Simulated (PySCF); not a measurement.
Compound: C6H13O (doublet state).
Z-matrix (Å and degrees, GFN2-xTB geometry), rows numbered from 1:
```
C 
C   1  1.5349
C   2  1.5329  1  109.27
C   2  1.5459  1  108.52  3  -118.32
C   2  1.4881  1  109.35  3   122.68
C   5  1.4798  2  123.75  1  -154.30
O   6  1.4082  5  113.82  2  -167.68
H   1  1.0875  2  110.42  3    58.69
H   1  1.0876  2  110.35  3   -61.19
H   1  1.0874  2  110.65  3   178.73
H   3  1.0877  2  109.93  1   -57.18
H   3  1.0865  2  111.05  1  -177.00
H   3  1.0876  2  110.50  1    62.36
H   4  1.0871  2  110.38  1   -61.07
H   4  1.0877  2  110.12  1    59.01
H   4  1.0870  2  110.28  1   179.04
H   5  1.0779  2  118.06  1    36.24
H   6  1.1096  5  110.43  2    68.71
H   6  1.1002  5  111.34  2   -49.02
H   7  0.9633  6  108.57  5   -49.05
```

The hyperfine couplings belong to this conformer and change with its torsions.

The species is `CC(C)(C)[CH]CO` [radical].

Computed with UKS B3LYP, pcH-1 on C H O, non-relativistic, mean-field spin-orbit, GIAO in PySCF. Isolated species at its GFN2-xTB geometry (one conformer only). A GFN2-xTB geometry isn't a minimum of the functional, and hyperfine couplings can be far from their values at a DFT geometry. Stability of the SCF solution: not tested.

(1) The isotropic 13C couplings, averaged over equivalent nuclei, are +95.1, -34.9, +33.6, -27.9 MHz. Assign them to C1/C3/C4; C2; C5; C6.

Answers

(1) 
| site | a_iso (MHz) | ρ(0) (bohr⁻³) | position | distance from C5 (Å) | spin population | largest \|T\| (MHz) |
| --- | --- | --- | --- | --- | --- | --- |
| C1/C3/C4 | +33.6 | +0.0299 | 2 bonds from C5 | 2.48 | +0.02 | 5.8 |
| C2 | -27.9 | -0.0248 | 1 bond from C5 | 1.49 | -0.07 | 1.9 |
| C5 | +95.1 | +0.0846 | largest spin population | 0.00 | +1.03 | 160.3 |
| C6 | -34.9 | -0.0311 | 1 bond from C5 | 1.48 | -0.08 | 2.2 |

ρ(0) is the spin density at the nucleus and T the dipolar tensor; entries for several nuclei are means. The largest Mulliken spin populations are on C5 (+1.03), C6 (-0.08) and C2 (-0.07). C5 is the only atom above +0.15. The angles at C5 add up to 359.2°, so it is planar; its axial dipolar tensor and the negative coupling of its proton fit spin in a p orbital normal to that plane.

Class means assume fast exchange of nuclei equivalent by connectivity; if that motion is slow, each nucleus keeps its own coupling. The nine 1H nuclei of mean +2.2 MHz run from -3.2 to 23.5 MHz in the frozen geometry. The 13C value of +33.6 MHz is a mean of couplings from 13.5 to 65.8 MHz in this one geometry, not an average over conformers.
